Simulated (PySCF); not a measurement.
Radial density of Sb (antimony, neutral)

UHF, [Kr] 4d10 5s2 5p2 5d1, one real determinant (an excited configuration). Computed with PySCF 2.14 in aug-cc-pVQZ-DK3 (9s8p6d3f2g, 102 functions), with the spin-free X2C one-electron Hamiltonian (Gaussian nucleus).

```json
{"r (bohr)": "0.0294", "4πr²ρ (e/bohr)": "60.24", "4πr²(ρα − ρβ)": "0.0118"}
{"r (bohr)": "0.0494", "4πr²ρ (e/bohr)": "61.06", "4πr²(ρα − ρβ)": "0.0275"}
{"r (bohr)": "0.0831", "4πr²ρ (e/bohr)": "84.36", "4πr²(ρα − ρβ)": "0.0175"}
{"r (bohr)": "0.140", "4πr²ρ (e/bohr)": "63.67", "4πr²(ρα − ρβ)": "-0.0101"}
{"r (bohr)": "0.235", "4πr²ρ (e/bohr)": "68.98", "4πr²(ρα − ρβ)": "0.0508"}
{"r (bohr)": "0.395", "4πr²ρ (e/bohr)": "38.68", "4πr²(ρα − ρβ)": "0.0004"}
{"r (bohr)": "0.665", "4πr²ρ (e/bohr)": "24.01", "4πr²(ρα − ρβ)": "0.1255"}
{"r (bohr)": "1.12", "4πr²ρ (e/bohr)": "14.50", "4πr²(ρα − ρβ)": "-0.0117"}
{"r (bohr)": "1.88", "4πr²ρ (e/bohr)": "3.342", "4πr²(ρα − ρβ)": "0.8102"}
{"r (bohr)": "3.16", "4πr²ρ (e/bohr)": "1.104", "4πr²(ρα − ρβ)": "0.7202"}
{"r (bohr)": "5.32", "4πr²ρ (e/bohr)": "0.2569", "4πr²(ρα − ρβ)": "0.2480"}
{"r (bohr)": "8.95", "4πr²ρ (e/bohr)": "0.05885", "4πr²(ρα − ρβ)": "0.0588"}
```

Densities and radii are taken from the X2C orbitals without a picture-change correction, which distorts them close to the nucleus.

⟨L²⟩ = 8.00 against 12 for a pure F term, so this real determinant mixes terms. The outer electron is Rydberg-like, and this basis confines it to a smaller radius and binds it less than a complete one would.

(1) Where is the radial spin density 4πr²(ρα − ρβ) most negative, and why is it negative at all?

Results:

(1) Around r = 1.12 bohr, down to -0.0117 e/bohr: exchange with the open shell polarises the paired shells in an unrestricted calculation.
